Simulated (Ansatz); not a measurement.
Relaxation of C2H7AlN2O (13 atoms, charge 0, multiplicity 1), to a largest force component of 0.015 eV/Å in at most 40 steps.

Method: RKS revPBE/STO-3G (Ansatz 0.2.0).

```xyz
13
Properties=species:S:1:pos:R:3:forces:R:3
C -0.009 -2.293 0.164 -1.54 3.35 0.65
Al 0.494 -0.404 -0.340 1.23 -1.24 -0.07
O 2.037 -0.124 -1.258 -1.49 -0.10 0.68
C -0.567 1.151 0.153 2.77 0.78 -1.73
N -0.087 2.379 -0.145 -3.08 1.29 1.84
N -1.762 1.086 0.902 -0.64 0.48 0.39
H -1.008 -2.474 -0.315 0.65 -0.40 0.36
H 0.743 -2.954 -0.211 0.73 -1.31 -0.09
H -0.148 -2.306 1.298 0.35 -0.52 -1.33
H 2.749 -0.006 -0.507 -0.22 -0.05 0.06
H 0.789 2.542 -0.705 0.97 -1.65 -0.59
H -2.129 0.131 1.145 -0.27 0.50 0.14
H -2.296 1.971 1.206 0.55 -1.14 -0.32
```

Question: Where does it end, and by what steps?

Answer: It converged. Limits of this set-up: minimal basis. After 12 steps the energy has fallen by 1.405 eV; H10 moved furthest, 0.95 Å.

```
step  energy less start (eV)  largest force component (eV/Å)  accepted
   0                  0.0000                           3.346       yes
   1                 -0.7023                           1.330       yes
   2                 -0.8282                           1.210       yes
   3                 -0.9135                           1.574       yes
   4                 -1.1699                           0.684       yes
   5                 -1.2773                           0.508       yes
   6                 -1.3118                           1.938       yes
   7                 -1.3871                           0.871       yes
   8                 -1.3859                           0.515        no
   9                 -1.4038                           0.070       yes
  10                 -1.4048                           0.033       yes
  11                 -1.4048                           0.032       yes
  12                 -1.4051                           0.009       yes
```

```xyz
13
Properties=species:S:1:pos:R:3
C 0.083 -2.153 0.202
Al 0.578 -0.320 -0.144
O 2.068 0.116 -0.882
C -0.516 1.241 0.213
N -0.304 2.533 -0.112
N -1.668 1.043 1.110
H -0.868 -2.424 -0.294
H 0.842 -2.877 -0.149
H -0.063 -2.342 1.282
H 2.563 -0.781 -1.032
H 0.644 2.525 -0.649
H -2.269 0.228 0.779
H -2.286 1.911 1.063
```

The run took 53 s on 1 CPU thread of a shared host.
